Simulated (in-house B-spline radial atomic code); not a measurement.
As. Computed with a B-spline radial atomic code. Model: non-relativistic spherical atom: semilocal Troullier-Martins pseudo-atom, one channel per l, against all electrons, high spin, G0W0 and RPA with empty states to l = 8, local potential for every l without a channel, a model core (radius 0 = none) keeps its share of the functional.

What the tables leave out is listed at the end.

The pseudopotential gives back the lowest level of each angular momentum of its own functional in the configuration it was made in; a second state of the same l is only approximately right. Exact exchange, RPA and GW see the smooth pseudo-orbitals and miss the exchange with the core, for which the functional's share stands in. The column with an uncorrelated core keeps all orbitals and exact exchange, and so separates missing core correlation from pseudisation. Only the three outermost levels and the lowest empty one were computed. RPA here is direct RPA, with no exchange kernel, and its energies carry an (l + 1/2)⁻⁴ tail. A hybrid on a potential with a model core restores only its own semilocal share of the core's exchange.

Command:
```bash
python run_psgw.py task.json out
```
Settings (lengths in bohr, energies in hartree):
```
Z                      33
electrons              33
configuration          [Ar] 3d10 4s2 4p3
generated_in           [Ar] 3d10 4s2 4p3
functional             pbe,pbe
core_shells            3
radius_factor          1.15
core_correction        False
```

Time taken, with all properties: 18 s on 1 thread of Intel(R) Xeon(R) 6975P-C (Granite Rapids), on a shared host.

Given: made with PBE; model core radius 0 bohr; local radius 0.757 bohr; mean-field start PBE.

Valence shells of the generating configuration: 3s, 3p, 3d, 4s, 4p.

Channel: s 0.61, p 0.598, d 1.657 (radii in bohr).

Computed: largest level miss in the spin-unpolarised generating configuration 0.159 eV; valence RPA correlation energy all-electron orbitals -1.5932 hartree; valence RPA correlation energy pseudo -1.3841 hartree; all-electron RPA polarisability, core included 27.777 bohr³.

| level | occupied | mean-field all-electron (eV) | mean-field pseudo minus all (eV) | G0W0 all-electron (eV) | G0W0 uncorrelated core minus all (eV) | G0W0 pseudo minus all (eV) | exchange self-energy all-electron (eV) | exchange self-energy pseudo (eV) |
| --- | --- | --- | --- | --- | --- | --- | --- | --- |
| 4p up | 1 | -5.9554 | -0.029 | -9.6681 | 0.006 | -0.053 | -16.345 | -15.891 |
| 4p down (empty) | 0 | -3.6564 | -0.039 | -1.1089 | 0.006 | 0.026 | -4.3055 | -3.8593 |

Q: What is the pseudo-atom RPA polarisability?

A: 27.32 bohr³.

Given: mean-field start PBE0.

Computed: valence RPA correlation energy all-electron orbitals -1.5327 hartree; valence RPA correlation energy pseudo -1.3367 hartree; pseudo-atom RPA polarisability 22.834 bohr³.

```
          level  occupied  mean-field all-electron (eV)  mean-field pseudo minus all (eV)  G0W0 all-electron (eV)  G0W0 uncorrelated core minus all (eV)  G0W0 pseudo minus all (eV)  exchange self-energy all-electron (eV)  exchange self-energy pseudo (eV)
          4p up         1                       -7.1338                            -0.036                 -9.9925                                  0.006                      -0.057                                  -16.38                           -15.973
        4s down         1                       -13.452                            -0.209                 -16.339                                  0.005                      -0.279                                 -16.195                           -15.606
4p down (empty)         0                       -2.6294                            -0.032                -0.81084                                  0.005                       0.025                                 -3.9153                           -3.5463
```

Q: What is the all-electron RPA polarisability, core included?

A: 23.291 bohr³.

Given: mean-field start Hartree-Fock.

Computed: valence RPA correlation energy all-electron orbitals -1.385 hartree; valence RPA correlation energy pseudo -1.2188 hartree; pseudo-atom RPA polarisability 16.636 bohr³.

```json
{"level": "4p up", "occupied": "1", "mean-field all-electron (eV)": "-10.073", "mean-field pseudo minus all (eV)": "-0.077", "G0W0 all-electron (eV)": "-10.402", "G0W0 uncorrelated core minus all (eV)": "0.006", "G0W0 pseudo minus all (eV)": "-0.056", "exchange self-energy all-electron (eV)": "-16.182", "exchange self-energy pseudo (eV)": "-15.918"}
{"level": "4s down", "occupied": "1", "mean-field all-electron (eV)": "-15.13", "mean-field pseudo minus all (eV)": "-0.288", "G0W0 all-electron (eV)": "-16.507", "G0W0 uncorrelated core minus all (eV)": "0.006", "G0W0 pseudo minus all (eV)": "-0.304", "exchange self-energy all-electron (eV)": "-15.539", "exchange self-energy pseudo (eV)": "-15.148"}
{"level": "4s up", "occupied": "1", "mean-field all-electron (eV)": "-22.194", "mean-field pseudo minus all (eV)": "-0.322", "G0W0 all-electron (eV)": "-20.169", "G0W0 uncorrelated core minus all (eV)": "0.004", "G0W0 pseudo minus all (eV)": "-0.371", "exchange self-energy all-electron (eV)": "-22.451", "exchange self-energy pseudo (eV)": "-22.107"}
```

Q: What is the all-electron RPA polarisability, core included?

A: 17.134 bohr³.

Among the listed levels the largest G0W0 shift of the pseudo-atom is -0.37 eV, for 4s up on the Hartree-Fock start, while leaving the core uncorrelated moves that level by +0.00 eV. So pseudisation and the lost core exchange, not the missing core correlation, make the error. Not in the tables (levels of low weight, unsolved or above zero; the highest and the empty levels are kept at any weight): on PBE the G0W0 levels 4s down (pseudo minus all -0.26 eV, weights 0.74 and 0.74), 4s up (pseudo minus all -0.14 eV, weights 0.05 and 0.06); on PBE0 the G0W0 levels 4s up (pseudo minus all -8.62 eV, weights 0.03 and 0.34).
